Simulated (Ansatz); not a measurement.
A nudged elastic band was laid between two geometries of C₃H₁₂AlNSi (18 atoms, charge 0, multiplicity 1).

The calculation used UKS PBE0-D4/STO-3G in Ansatz 0.2.0.

* movable images: 5
* climbing image: yes
* spring: 5.0 eV/Å²
* optimiser: quadratic models (default)
* start path: through a guess of the saddle point
* force threshold: 0.05 eV/Å
* iteration limit: 27
* end points: relaxed

First end point:

```xyz
18
Properties=species:S:1:pos:R:3
C 0.590 0.863 1.856
C 0.825 0.107 0.522
Si 1.046 -1.727 0.839
Al -0.549 0.436 -0.769
C -0.453 -0.169 -2.573
N -1.957 1.290 -0.263
H -0.337 0.534 2.348
H 1.408 0.704 2.575
H 0.506 1.948 1.701
H 1.777 0.465 0.105
H 1.383 -2.419 -0.383
H -0.179 -2.301 1.345
H 2.087 -1.987 1.807
H 0.554 -0.066 -2.991
H -1.132 0.378 -3.234
H -0.715 -1.229 -2.657
H -2.129 1.661 0.684
H -2.764 1.524 -0.862
```

Last end point:

```xyz
18
Properties=species:S:1:pos:R:3
C 0.595 0.863 1.854
C 0.825 0.102 0.522
Si 1.033 -1.733 0.844
Al -0.547 0.437 -0.769
C -0.448 -0.163 -2.575
N -1.954 1.292 -0.264
H -0.334 0.543 2.347
H 1.412 0.700 2.573
H 0.520 1.949 1.696
H 1.780 0.452 0.104
H 1.362 -2.431 -0.376
H -0.196 -2.296 1.354
H 2.074 -1.997 1.811
H 0.533 0.031 -3.021
H -1.193 0.316 -3.218
H -0.613 -1.244 -2.651
H -2.760 1.529 -0.863
H -2.127 1.661 0.684
```

Q: What changes between the two ends?

A: No bond is made or broken.

Q: Give the energies along the band, and the barrier.

A: The forces met the threshold. The highest image is number 3 of 0 to 6, 57.0 kJ/mol above the ends, which have the same energy within 2 meV. A vibrational analysis at the climbing image gives one clearly imaginary mode, 353i cm⁻¹: a first-order saddle point. Limits of this set-up: minimal basis.

```json
{"image": "0", "path coordinate (Å)": "0.00", "energy (kJ/mol)": "0.0"}
{"image": "1", "path coordinate (Å)": "0.75", "energy (kJ/mol)": "8.6"}
{"image": "2", "path coordinate (Å)": "1.51", "energy (kJ/mol)": "41.2"}
{"image": "3", "path coordinate (Å)": "2.26", "energy (kJ/mol)": "57.0"}
{"image": "4", "path coordinate (Å)": "3.06", "energy (kJ/mol)": "38.9"}
{"image": "5", "path coordinate (Å)": "3.85", "energy (kJ/mol)": "5.3"}
{"image": "6", "path coordinate (Å)": "4.65", "energy (kJ/mol)": "0.0"}
```

Q: What is the geometry of the highest image?

A: 
```xyz
18
Properties=species:S:1:pos:R:3
C 0.673 0.845 1.912
C 0.834 0.091 0.566
Si 0.952 -1.760 0.853
Al -0.552 0.497 -0.681
C -0.394 -0.098 -2.489
N -2.018 1.390 -0.104
H -0.280 0.598 2.399
H 1.478 0.603 2.623
H 0.685 1.935 1.768
H 1.794 0.390 0.124
H 1.290 -2.441 -0.375
H -0.315 -2.284 1.307
H 1.950 -2.087 1.845
H 0.645 -0.279 -2.781
H -0.815 0.610 -3.209
H -0.928 -1.044 -2.638
H -2.166 2.225 -0.728
H -2.870 0.819 -0.340
```

Q: What are the harmonic wavenumbers there?

A: 353i, 11, 17, 103, 113, 151, 204, 211, 257, 288, 359, 567, 611, 715, 743, 775, 790, 839, 879, 944, 953, 1077, 1089, 1135, 1141, 1156, 1193, 1283, 1455, 1508, 1613, 1713, 1725, 1731, 1732, 1887, 2671, 2721, 2725, 3336, 3337, 3381, 3496, 3502, 3512, 3519, 3547, 3716 cm⁻¹.

Run time: 24 min on 1 thread of Arm Neoverse N1 (shared host), peak memory 0.23 GiB.
